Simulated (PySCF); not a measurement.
## Computed structure and properties of TlBr3

System: TlBr3 (singlet); start: template (D3h). Method: PySCF 2.14.0, RKS B3LYP, Tl def2-SVP with ECP60, Br def2-SVP; non-relativistic Hamiltonian with scalar-relativistic core potentials where named; density fitting; no spin-orbit coupling.

Input of the relaxation:

```python
mol = gto.M(atom='''
Tl     0.00000     0.00000     0.00000
Br     2.55752    -0.00003    -0.00000
Br    -1.27873     2.21490    -0.00000
Br    -1.27879    -2.21486     0.00000''',
    basis={'Tl': 'def2-SVP', 'Br': 'def2-SVP'},
    ecp={'Tl': 'def2-SVP'},
    charge=0, spin=0)
mf = dft.RKS(mol, xc='B3LYP')
mf.grids.atom_grid = (50, 194)
mf = mf.density_fit()  # fitting sets: Tl def2-universal-JKFIT, Br def2-universal-JKFIT
mf.conv_tol = 1e-08; mf.max_cycle = 55
mf.kernel(dm0)  # dm0: converged density of the start geometry
# quasi-Newton relaxation in Cartesian coordinates to a largest gradient under 0.00045 Eh/bohr, steps kept in the point group
```

Run from Python with OMP_NUM_THREADS=2; the lines above give its settings. Where DIIS fails, smearing, a level shift and second-order steps follow.
It took 12 s on 2 threads of Arm Neoverse V1, on a shared host, from the converged density of the start.

Course of the relaxation:

| step | energy above end (eV) | largest force component within the symmetry (eV/Å) |
| --- | --- | --- |
| 0 | 0.0001 | 0.028 |
| 1 | 0.0000 | 0.011 |

Relaxed geometry (D3h):

```xyz
4

Tl    0.0000    0.0000    0.0000
Br    2.5591    0.0000    0.0000
Br   -1.2795    2.2163    0.0000
Br   -1.2796   -2.2163    0.0000
```

```
     contact      Å
Tl1–Br2 (Br)  2.559
Tl1–Br3 (Br)  2.559
Tl1–Br4 (Br)  2.559
```

On the finer grid (75, 302):

```yaml
HOMO: -8.29 eV
LUMO: -4.41 eV
Dipole_about_the_centre_of_mass: 0.00 D
Set_of_Mulliken_populations_of_Tl1_outside_the_core_potential: s 3.24, p 7.06, d 10.14
D3_BJ_dispersion_energy_not_in_the_energies: -0.282 eV
```

```csv
atom,Mulliken (e),Löwdin (e),spin (e)
Tl1,0.56,-0.02,0.00
Br2,-0.19,0.01,0.00
Br3,-0.19,0.01,0.00
Br4,-0.19,0.01,0.00
```

On the grid (50, 194), as all that follows. Harmonic modes: a minimum within the noise of the softest modes; lowest 47 cm⁻¹ (negative: unstable), highest 233 cm⁻¹, zero-point energy 0.049 eV.

Taking off one Br (charge -1, singlet; the rest: singlet) in vacuum, both parts rigid, costs 8.62 eV; the small basis without counterpoise inflates it. Most of it is the attraction of opposite charges; other ways to part are cheaper, and one spin state was tried for the rest.

Rigid scan of Br along the line from its metal:

distance to Br2 (Å), energy (eV) and a bar:
```
     2.26      0.691 #########
     2.36      0.266 ###
     2.46      0.060 #
     2.56      0.000 
     2.66      0.044 #
     2.76      0.151 ##
     2.96      0.478 ######
     3.26      1.041 ##############
     3.66      1.702 ######################
     4.16      2.287 ##############################
```

One start shape was tried, so this needn't be the lowest isomer.
